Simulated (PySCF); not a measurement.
**Exercise with solution: chemical shift, span and skew from a shielding tensor**

Ga(Me)(PH2)2 (CH7GaP2), SMILES [CH3][Ga]([PH2])[PH2]. Atoms are numbered in the order given.

```xyz
11

Ga    -0.1942    -0.2134    -0.0604
C     -1.6069    -1.5645    -0.2836
H     -1.3208    -2.2501    -1.0996
H     -2.5717    -1.1083    -0.5528
H     -1.7354    -2.1693     0.6273
P     -0.4132     1.8951    -1.0071
H     -0.8530     1.4041    -2.2753
H      0.9553     2.0159    -1.3959
P      1.5369    -0.5599     1.4479
H      2.5573    -0.0075     0.6158
H      1.7726    -1.9099     1.0421
```
Charge 0, spin multiplicity 1.

Geometry: r2SCAN-D4/def2-SVP. The structure was generated by enumeration; whether it is a known compound was not checked. Other conformers were not sampled.

GIAO shieldings from PBE/pcSseg-1 (PySCF), non-relativistic, no solvent. The symmetric part of the tensor of C2 has the principal values 151.5, 177.9, 190.1 ppm. The same nucleus in TMS has σ = 182.0 ppm at this level (PySCF, at its B3LYP-D3(BJ)/def2-TZVP geometry).

Problem. Work out the isotropic shielding, the ¹³C shift against TMS, the span and the skew.

Solution. 
σ(iso) = (σ11 + σ22 + σ33)/3 = 173.2 ppm. δ = σ(ref) − σ(iso) = 182.0 − (173.2) = 8.8 ppm.
Span Ω = σ33 − σ11 = 38.6 ppm. Skew κ = 3(σ(iso) − σ22)/Ω = -0.37. Tumbling in solution averages the tensor to δ; in a static solid the shielding alone would spread this spin-1/2 line over Ω.
